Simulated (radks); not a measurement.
The numbers below are computed, except where a source is named.
Question: Ionisation of the zinc ion Zn+, [Ar] 3d10 4s1, to Zn2+, [Ar] 3d10, under several functionals. Dirac Kohn-Sham, spin-unpolarised, spherical densities, finite nucleus; a radial shooting solver on a logarithmic mesh with Libxc functionals. Known Delta-SCF values: LDA (Slater exchange, VWN5 correlation) 18.764 eV; LDA (Slater exchange, Perdew-Zunger correlation) 18.769 eV; OLYP 18.077 eV. What does revPBE give, and what is its highest occupied eigenvalue?

Answer: 18.265 eV by Delta-SCF; the 4s1/2 eigenvalue is -13.847 eV. NIST: 17.964 eV (measured).

Beside tabulated values, note that spin-unpolarised runs miss the spin-polarisation part of the exchange energy of open shells.
